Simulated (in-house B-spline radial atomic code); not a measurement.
RPA and G0W0 for neutral arsenic, [Ar] 3d10 4s2 4p3, highest spin, as one setting changes: the share of exact exchange in the PBE hybrid start. A dash marks a level of low quasi-particle weight. Computed with a B-spline radial code for spherical atoms: all electrons, scalar-relativistic (spin-free one-electron X2C), finite nucleus, each spin shell either full or empty, empty states to l = 9 with an (l + 1/2)⁻⁴ tail; G0W0 by contour deformation at full frequency.

```
share of exact exchange in the PBE hybrid start  mean-field level (eV)  G0W0 level (eV)  RPA correlation (Eh)
                                              0                 -5.919                -               -2.4233
                                            0.1                 -6.388     4p up -9.801               -2.3952
                                            0.2                 -6.860     4p up -9.918               -2.3682
                                            0.3                      ?                ?                     ?
                                            0.4                 -7.813    4p up -10.070               -2.3174
                                            0.5                      ?                ?                     ?
                                            0.6                 -8.777    4p up -10.161               -2.2702
                                            0.7                 -9.262    4p up -10.193               -2.2478
                                            0.8                 -9.750    4p up -10.219               -2.2261
                                            0.9                -10.240    4p up -10.239               -2.2051
                                              1                -10.732    4p up -10.255               -2.1847
```

(1) What belongs in the row for 0.5?

(2) What belongs in the row for 0.3?

(3) At what share of exact exchange does G0W0 leave the highest level unchanged?

Answers

(1) mean-field level (eV): -8.294; G0W0 level (eV): 4p up -10.121; RPA correlation (Eh): -2.2934.

(2) mean-field level (eV): -7.335; G0W0 level (eV): 4p up -10.005; RPA correlation (Eh): -2.3423.

(3) Near 0.90, where the shift changes sign (-0.469 eV at 0.8, +0.001 eV at 0.9).
